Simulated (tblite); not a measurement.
Q: Give a GFN2-xTB geometry of `FCC(F)(F)[SiH2]O[SiH3]`.

A: 
Z-matrix in Å and degrees, rows numbered from 1:
```
F 
C   1  1.3729
C   2  1.5229  1  109.74
F   3  1.3734  2  109.14  1  -119.13
F   3  1.3732  2  108.85  1   128.34
Si  3  1.9458  2  114.24  1     4.31
O   6  1.6015  3  106.39  2   177.77
Si  7  1.6403  6  159.47  3     9.33
H   2  1.0933  1  107.24  3   120.32
H   2  1.0935  1  107.29  3  -120.94
H   6  1.4541  3  106.38  2   -65.86
H   6  1.4538  3  106.99  2    62.18
H   8  1.4579  7  108.43  6   -27.51
H   8  1.4606  7  105.29  6    93.46
H   8  1.4605  7  102.97  6  -147.55
```

The O–Si distances run from 1.601 Å (Si6–O7, drawn single) to 1.640 Å (O7–Si8, drawn single), a spread of 0.039 Å. Si6 (oxygen-bound silicon) is distorted tetrahedral (angles from 106.4° to 118.9°). Si8 (oxygen-bound silicon) is distorted tetrahedral (angles from 103.0° to 113.4°). All 3 C–F bonds measure 1.373 Å.

The geometry is computed with GFN2-xTB (gas phase).

Its lowest GFN2-xTB frequency is 20i cm⁻¹, too small to tell a flat minimum from a shallow saddle. The numbers are those of one conformer (F1–C2–C3–F4 -119°, C2–C3–Si6–O7 178°, C3–Si6–O7–Si8 9°). 2 starts were optimised and ended at 0.00 and 0.10 kcal/mol (GFN2-xTB); the lowest of these is shown.
